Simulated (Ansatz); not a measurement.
Geometry optimisation, Ansatz, RKS r2SCAN-D4/def2-SVP.

Input:

```yaml
crystal:
  periodic: [false, false, false]
  atoms:
    - { symbol: C, position_ang: [-0.6327, 0.6918, -0.12] }
    - { symbol: Si, position_ang: [0.4894, -0.6871, -0.092] }
    - { symbol: I, position_ang: [1.6541, -0.6858, 2.0364] }
    - { symbol: H, position_ang: [-1.156, 0.7751, -1.0819] }
    - { symbol: H, position_ang: [-0.1559, 1.6852, -0.0447] }
    - { symbol: H, position_ang: [-1.4188, 0.6863, 0.673] }
    - { symbol: H, position_ang: [1.5114, -0.5707, -1.1871] }
    - { symbol: H, position_ang: [-0.1993, -1.9519, -0.2395] }
basis:
  gaussian: { orbitals: def2-SVP }
hamiltonian:
  xc: r2scan
  dispersion: d4
relax:
  f_tol: 0.015
  max_steps: 40
```

Run as:

```bash
$ ansatz run input.yaml --threads 2 --pin off --max-ram 3072MiB --backend cpu --events-out ev --progress --plain --runs-dir out
```

Where does it end, and by what steps?

It converged. After 4 steps the energy has fallen by 0.161 eV; C1 moved furthest, 0.08 Å.

```json
{"step": "0", "energy less start (eV)": "0.0000", "largest force component (eV/Å)": "2.235", "accepted": "yes"}
{"step": "1", "energy less start (eV)": "-0.1205", "largest force component (eV/Å)": "1.134", "accepted": "yes"}
{"step": "2", "energy less start (eV)": "-0.1571", "largest force component (eV/Å)": "0.267", "accepted": "yes"}
{"step": "3", "energy less start (eV)": "-0.1608", "largest force component (eV/Å)": "0.038", "accepted": "yes"}
{"step": "4", "energy less start (eV)": "-0.1610", "largest force component (eV/Å)": "0.011", "accepted": "yes"}
```

```xyz
8
Properties=species:S:1:pos:R:3
C -0.678 0.758 -0.144
Si 0.509 -0.686 -0.098
I 1.704 -0.726 2.059
H -1.209 0.771 -1.111
H -0.143 1.713 -0.030
H -1.426 0.681 0.661
H 1.541 -0.580 -1.168
H -0.206 -1.988 -0.225
```

The run took 14 s on 2 threads of Arm Neoverse V2, on a shared host, peak memory 0.14 GiB.
